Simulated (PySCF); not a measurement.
PySCF job for SnF₂Cl₂, SMILES [Cl][Sn]([Cl])([F])[F], r2SCAN-D4/def2-SVP. Geometry: r2SCAN-D4/def2-SVP. The def2 effective core potentials stand for the cores of Sn; spin–orbit coupling is left out.

```python
import numpy as np
from pyscf import gto, scf, dft, df
from pyscf.hessian import thermo

mol = gto.M(
    atom='''
    F    -0.00000000    1.52754540   -1.37548847
    Sn    0.00000000   -0.00000000   -0.21878798
    F    -0.00000000   -1.52754542   -1.37548845
    Cl   -1.92944039    0.00000000    1.04994680
    Cl    1.92944038    0.00000000    1.04994680
    ''',
    basis='def2-SVP',
    ecp={'Sn': 'def2-svp'},
    charge=0,
    spin=0,
    max_memory=1600,
    verbose=3,
)
mf = dft.RKS(mol, xc='r2scan').density_fit(auxbasis='def2-universal-jkfit')
mf.disp = 'd4'
mf.grids.level = 4
mf.conv_tol = 1e-11
mf.max_cycle = 100
mf.kernel()

# [left out here: the lines that compute and print the analytic Hessian (its translational invariance restored by hand, since the grid's response is missing), thermochemistry and intensities]
```

Output:

```
converged SCF energy = -1334.0106568414

WARN: MGGA Hessian is sensitive to dft grids. grids.level 4 may not be dense enough.


WARN: DFTD4 does not support analytical Hessian, using finite difference.


WARN: Mole.unit (angstrom) is changed to Bohr

Mode                                 0                   1                   2
Irrep
Freq [cm^-1]                       99.8512            120.6929            137.2263
Reduced mass [au]                  33.8228             21.5082             32.1627
Force const [Dyne/A]                0.1987              0.1846              0.3568
Char temp [K]                     143.6636            173.6502            197.4381
Normal mode                   x     y     z       x     y     z       x     y     z
       0   F                -0.00  0.02  0.06    0.14 -0.00 -0.00   -0.00 -0.02 -0.09
       1  Sn                 0.00  0.00  0.03    0.00  0.00 -0.00   -0.00  0.05  0.00
       2   F                -0.00 -0.02  0.06   -0.14 -0.00  0.00    0.00 -0.02  0.09
       3  Cl                -0.07 -0.00 -0.08    0.00 -0.06 -0.00    0.00 -0.07  0.00
       4  Cl                 0.07 -0.00 -0.08    0.00  0.06  0.00   -0.00 -0.07  0.00
Mode                                 3                   4                   5
Irrep
Freq [cm^-1]                      168.3627            170.2489            380.6445
Reduced mass [au]                  22.4388             24.2779             37.7255
Force const [Dyne/A]                0.3748              0.4146              3.2205
Char temp [K]                     242.2364            244.9502            547.6626
Normal mode                   x     y     z       x     y     z       x     y     z
       0   F                -0.00  0.10  0.10   -0.13 -0.00 -0.00   -0.00  0.02 -0.01
       1  Sn                 0.00  0.00 -0.04    0.04  0.00  0.00    0.00  0.00 -0.03
       2   F                -0.00 -0.10  0.10   -0.13  0.00 -0.00   -0.00 -0.02 -0.01
       3  Cl                 0.03 -0.00  0.01    0.01  0.00 -0.05   -0.09 -0.00  0.06
       4  Cl                -0.03 -0.00  0.01    0.01 -0.00  0.05    0.09 -0.00  0.06
Mode                                 6                   7                   8
Irrep
Freq [cm^-1]                      415.4932            655.1125            671.1759
Reduced mass [au]                  44.9323             21.0496             22.1480
Force const [Dyne/A]                4.5702              5.3226              5.8784
Char temp [K]                     597.8021            942.5610            965.6727
Normal mode                   x     y     z       x     y     z       x     y     z
       0   F                -0.00 -0.00  0.00   -0.00  0.12 -0.09   -0.00  0.12 -0.09
       1  Sn                 0.05  0.00  0.00    0.00  0.00  0.03   -0.00 -0.04  0.00
       2   F                -0.00  0.00  0.00   -0.00 -0.12 -0.09    0.00  0.12  0.09
       3  Cl                -0.08 -0.00  0.05    0.00 -0.00 -0.00    0.00  0.00 -0.00
       4  Cl                -0.08  0.00 -0.05   -0.00 -0.00 -0.00   -0.00  0.00 -0.00
temperature 298.1500 [K]
pressure 101325.00 [Pa]
Rotational constants [GHz] 2.06844 1.43328 1.20440
Symmetry number 2
Zero-point energy (ZPE) 0.00642 [Eh]   16860.216 [J/mol]
                           tot       elec      trans        rot        vib
Entropy [J/mol/K]       362.360      0.000    176.437    115.108     70.815
Cv [J/mol/K]             84.811      0.000     12.472     12.472     59.868
Cp [J/mol/K]             93.126      0.000     20.786     12.472     59.868
Internal energy [J/mol]                      3718.434   3718.434  27880.611
Internal energy [Eh]   -1333.99721  -1334.01066
Enthalpy [J/mol]                             6197.391   3718.434  27880.611
Enthalpy [Eh]          -1333.99626
Gibbs free energy [J/mol]                  -46407.423 -30601.003   6767.125
Gibbs free energy [Eh] -1334.03741
mode   freq/cm-1   IR/(km/mol)
   1       99.85         1.131
   2      120.69         0.000
   3      137.23        15.328
   4      168.36        24.715
   5      170.25        39.527
   6      380.64        14.713
   7      415.49        68.109
   8      655.11        50.279
   9      671.18        56.288
max |gradient| / (hartree/bohr): 0.00032299729782538544
APT charges: [-0.5948  2.1074 -0.5948 -0.4611 -0.4611]
```

The calculation finished and met its thresholds.

Cost: about 2.1 core-minutes (a rough figure).
